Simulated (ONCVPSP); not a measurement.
## Al, ONCV: configuration errors across variants

aluminium (Al), optimised norm-conserving Vanderbilt (ONCV), made with ONCVPSP 4.0.1 (PBE, scalar-relativistic). Core [Ne], reference 3s2 3p1. Waves: 3s: rc 1.65 bohr, ncon 3, nbas 6, qcut 5 1/bohr, 3 projectors, debl 0.3 Ha; 3p: rc 1.75 bohr, ncon 4, nbas 9, qcut 5.6 1/bohr, 2 projectors, debl 3.4 Ha; d scattering state at 0.28 Ha: rc 1.45 bohr, ncon 5, nbas 8, qcut 7.2 1/bohr, 1 projector. Local part: polynomial inside 1.05 bohr (lpopt 5, dvloc0 1 Ha). Core correction: Teter function, fcfact 6, rcfact 1.3.

All-electron excitation energies from the reference (eV): (1) 3s2 3p0 5.761; (2) 3s1 3p0 24.987; (3) 3s2 3p0.5 2.086; (4) 3s1 3p2 5.139.

A true bound ghost makes a file unfit for plane-wave use even where its test errors are small: the radial tests pick states by their node count and pass the ghost by.

Errors AE − PS in meV (a dash: test not solved or not reliable):

| change | (1) | (2) | (3) | (4) | bound ghosts | GHOST(+) flags above zero |
| --- | --- | --- | --- | --- | --- | --- |
| base | +1.6 | +20 | +0.3 | +0.4 | s | s |
| all radii but the core radius scaled by about 1.19 (s 1.96, p 2.08, d 1.72 bohr); local potential polynomial inside 1.24 bohr (lpopt 5, dvloc0 1 Ha) | +1.6 | +26 | +0.2 | +0.2 | s | none |
| s: rc 1.92 | +1.6 | +24 | +0.3 | +1.8 | s | none |
| core correction Teter function, fcfact 4.5, rcfact 1.3 | +0.4 | +17 | +0.1 | +1.3 | s | s |
| core correction Teter function, fcfact 6, rcfact 1.92 | -51 | -367 | -8.4 | -16 | s | s |
| s: debl 2.95 | +1.5 | +22 | +0.2 | +0.6 | s | none |
| core correction Teter function, fcfact 1.5, rcfact 1.6 | -2.3 | -28 | -0.2 | -0.6 | s | s |
| p: nproj 3 | +1.6 | +20 | +0.3 | +0.5 | s | s, p |

Q: Give the same row for: p: qcut 7.2.

A: +1.9, +20, +0.9, +7.6; bound ghosts: s; GHOST(+) flags above zero: s, p.
